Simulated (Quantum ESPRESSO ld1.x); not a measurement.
Task: Te II, 51 electrons, occupied as [Kr] 4d10 5s1 5p3 6s1 (not the ground configuration). Calculated with ld1.x of Quantum ESPRESSO 7.5: Dirac Kohn-Sham, PBEsol, spin-unpolarised, spherical densities, point nucleus; open shells fill j = l - 1/2 first. Some entries of the table are withheld. Estimate them.

| orbital | occ. | eigenvalue (hartree) | <r> (bohr) | <r^2> (bohr^2) |
|---|---|---|---|---|
| 1s1/2 | 2 | -1161.49 | 0.02782 | 0.001049 |
| 2s1/2 | 2 | -178.525 | 0.1195 | (1) |
| 2p1/2 | 2 | -167.319 | 0.1008 | 0.01251 |
| 2p3/2 | 4 | -157.240 | 0.1064 | 0.01380 |
| 3s1/2 | 2 | -35.9536 | 0.3220 | 0.1187 |
| 3p1/2 | 2 | -31.3459 | 0.3124 | 0.1134 |
| 3p3/2 | 4 | -29.4674 | 0.3238 | 0.1217 |
| 3d3/2 | 4 | (2) | 0.2947 | 0.1030 |
| 3d5/2 | 6 | (3) | 0.2984 | 0.1054 |
| 4s1/2 | 2 | -6.56524 | 0.7645 | 0.6609 |
| 4p1/2 | 2 | -4.98084 | 0.8012 | 0.7323 |
| 4p3/2 | 4 | -4.62246 | 0.8298 | 0.7855 |
| 4d3/2 | 4 | -2.09263 | 0.9605 | 1.083 |
| 4d5/2 | 6 | -2.03824 | 0.9724 | 1.110 |
| 5s1/2 | 1 | -1.01524 | 1.975 | 4.395 |
| 5p1/2 | 2 | -0.66051 | 2.303 | 6.022 |
| 5p3/2 | 1 | -0.62119 | 2.391 | 6.489 |
| 6s1/2 | 1 | -0.24448 | 4.950 | 27.34 |

Result: 
(1) 2s1/2 <r^2> (bohr^2): 0.01689
(2) 3d3/2 eigenvalue (hartree): -21.3333
(3) 3d5/2 eigenvalue (hartree): -20.9403
